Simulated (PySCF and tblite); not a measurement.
Results of a calculation; reference values are marked as such.
C₅H₄OS, numbered as in [O:1]=[CH:2][c:3]1[cH:4][cH:5][cH:6][s:7]1. The ensemble was built from 90 distance-geometry starts (ETKDG and KDG, MMFF94s, GFN2-xTB) and rests on PBE0-D3(BJ)/def2-SVP geometries. Weights use PBE0-D3(BJ)/def2-TZVP energies plus GFN2-xTB zero-point and thermal terms (modes under about 100 cm⁻¹ blended into free rotors). Symmetry numbers and mirror images are counted. Conformers within 4 kcal/mol (GFN2-xTB free energy) were kept, 5 at most. GIAO shieldings: PBE0/pcSseg-1. Shifts are against TMS (¹H), TMS (¹³C) at the same level. Programs: PySCF with density fitting and tblite.

Torsions listed: O1–C2–C3–S7.

```json
{"conformer": "1", "shape": "0°", "point group": "Cs", "mirror pair": "no", "ΔE(DFT)": "0.00", "Δ(G−E) at 373.15 K": "0.00", "δ H4 (ppm)": "7.52"}
{"conformer": "2", "shape": "179°", "point group": "Cs", "mirror pair": "no", "ΔE(DFT)": "1.08", "Δ(G−E) at 373.15 K": "0.01", "δ H4 (ppm)": "8.18"}
```

Energies in kcal/mol; the thermal term leaves out symmetry numbers and mirror images.

(1) Work out the weights at 373.15 K and the ¹H shift of H4 under fast exchange.

## Answers

(1) RT = 0.742 kcal/mol. Each conformer gets RT ln(σ/g), with σ the rotational symmetry number and g = 2 for a mirror pair: 1: σ = 1, g = 1, G = 0.00 + 0.00 + 0.00 = 0.00, 0.00 above the lowest, exp(−ΔG/RT) = 1.000; 2: σ = 1, g = 1, G = 1.08 + 0.01 + 0.00 = 1.09, 1.09 above the lowest, exp(−ΔG/RT) = 0.231. The sum is 1.231, so the weights are 81.3, 18.7 %. The averaged shift is 7.64 ppm. At 298.15 K it is 7.61 ppm. At 298.15 K the leading conformer alone gives 7.52 ppm and bare DFT energies give 7.61 ppm.
